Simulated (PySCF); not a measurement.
Input file for PySCF: D3(BJ) and D4 dispersion corrections on C3H8 (a complex), monomers drawn apart or pushed together.

```python
from pyscf import gto
from pyscf.dispersion import dftd3, dftd4

mol = gto.M(
    atom='''
    C    -0.02385313    0.00879321   -0.10415846
    H    -0.36699033    1.00581050   -0.37762438
    H     0.89607436    0.08771223    0.47345059
    H    -0.78793375   -0.48643654    0.49342690
    H     0.16271522   -0.57005005   -1.00766269
    C     0.24395067   -0.63366760    4.17701837
    C    -0.19296074    0.61480875    4.10667416
    H     0.42080836   -1.12292297    5.12726839
    H     0.44297450   -1.21724202    3.28653339
    H    -0.36907399    1.10260265    3.15595296
    H    -0.39210162    1.19935378    4.99678825
    ''',
    basis='def2-svp',
    charge=0, spin=0, verbose=0, max_memory=1800)
d3, d4 = {}, {}
for xc in ['hf', 'pbe', 'blyp', 'revpbe', 'tpss', 'r2scan', 'b3lyp', 'pbe0', 'bhlyp', 'camb3lyp', 'b2plyp']:
    d3[xc] = float(dftd3.DFTD3Dispersion(mol, xc=xc, version='d3bj', atm=False).get_dispersion()['energy'])
    print(f'D3(BJ) {xc:10s} {d3[xc]:14.8f} Eh')
for xc in ['hf', 'pbe', 'blyp', 'revpbe', 'tpss', 'r2scan', 'b3lyp', 'pbe0', 'bhlyp', 'camb3lyp', 'b2plyp']:
    d4[xc] = float(dftd4.DFTD4Dispersion(mol, xc={'camb3lyp': 'cam-b3lyp'}.get(xc, xc), atm=True).get_dispersion()['energy'])
    print(f'D4     {xc:10s} {d4[xc]:14.8f} Eh')
```

It printed:

```
D3(BJ) hf            -0.03930944 Eh
D3(BJ) pbe           -0.00439639 Eh
D3(BJ) blyp          -0.00870091 Eh
D3(BJ) revpbe        -0.01143884 Eh
D3(BJ) tpss          -0.00533069 Eh
D3(BJ) r2scan        -0.00131929 Eh
D3(BJ) b3lyp         -0.00706397 Eh
D3(BJ) pbe0          -0.00367267 Eh
D3(BJ) bhlyp         -0.00526867 Eh
D3(BJ) camb3lyp      -0.00313844 Eh
D3(BJ) b2plyp        -0.00311908 Eh
D4     hf            -0.01403250 Eh
D4     pbe           -0.00358377 Eh
D4     blyp          -0.00787551 Eh
D4     revpbe        -0.01311563 Eh
D4     tpss          -0.00479955 Eh
D4     r2scan        -0.00104429 Eh
D4     b3lyp         -0.00555734 Eh
D4     pbe0          -0.00302680 Eh
D4     bhlyp         -0.00372491 Eh
D4     camb3lyp      -0.00300524 Eh
D4     b2plyp        -0.00250956 Eh
```

The run finished.

Cost: about 0.03 core-seconds (a rough figure).
